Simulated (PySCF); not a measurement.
A GIAO shielding run with PySCF 2.14.0 with density-fitted response routines (density fitting, non-relativistic, gas phase) on `O=CO/C=C1/CC[SiH2]S1`, C5H8O2SSi:

```
$ OMP_NUM_THREADS=1 python probes_run.py task.json out

{"job": {"kind": "nmr", "xc": "PBE0", "basis": "pcSseg-1"}, "charge": 0, "multiplicity": 1}
O      4.153136     0.386607     0.722872
C      3.565876     1.060251    -0.073835
O      2.288598     0.968666    -0.408116
C      1.516413     0.003709     0.206707
C      0.219525    -0.123464    -0.060470
C     -0.653311    -1.166369     0.569888
C     -1.997036    -0.556127     0.967522
Si    -2.557548     0.526182    -0.492741
S     -0.571482     0.941840    -1.225957
H      4.019520     1.877291    -0.658375
H      2.042705    -0.632501     0.906317
H     -0.821855    -1.962118    -0.162755
H     -0.140966    -1.604228     1.428111
H     -2.711166    -1.338001     1.218317
H     -1.864457     0.058724     1.859415
H     -3.191518     1.776513    -0.101557
H     -3.303431    -0.204946    -1.511974
```

Hardware: 1 thread of an Arm Neoverse N1, shared host. The job also computes population analyses, field gradients, ring-centre shieldings.

(1) How large is the calculation?

(2) How long does it take, and how much memory does it need?

Answers

(1) 84 electrons, 207 basis functions and 1119 auxiliary functions.

(2) 71 s of wall time, with 15 SCF cycles and 5 response iterations; peak memory 0.93 GiB. Times on a shared host scatter by some tens of per cent.
